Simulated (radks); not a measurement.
Values are calculated unless marked as measured or tabulated.
Sc XXI, 1 electrons, occupied as 1s1.

Code: a radial shooting solver on a logarithmic mesh with Libxc functionals. Model: non-relativistic Kohn-Sham, exchange-only B88, spin-polarised, spherical densities, point nucleus; open shells are filled with parallel spins first.

Energy parts (hartree):
part                  energy
total             -220.44296
kinetic            220.44296
electron-nucleus  -440.94236
Hartree              6.55779
exchange            -6.50134

Orbitals (lengths in bohr, moments of r in powers of bohr):
orbital  occ.  eigenvalue (hartree)      <r^4>      <r>
1s up       1             -215.6243  0.0001167  0.07150

The highest occupied level is 1s up at -5867.4 eV. Virial ratio -V/T = 2.00000. The electron density at the nucleus is 2955 e/bohr^3. The density falls to 0.001 e/bohr^3 at r = 0.36 bohr. Summed over all electrons, <r^2> = 0.006823 bohr^2, which gives a Langevin (diamagnetic) susceptibility term of -0.0054 x 10^-6 cm^3/mol. The spin density at the nucleus is 2955 e/bohr^3 (1s 2955), a Fermi contact field of 1.55e+05 T.
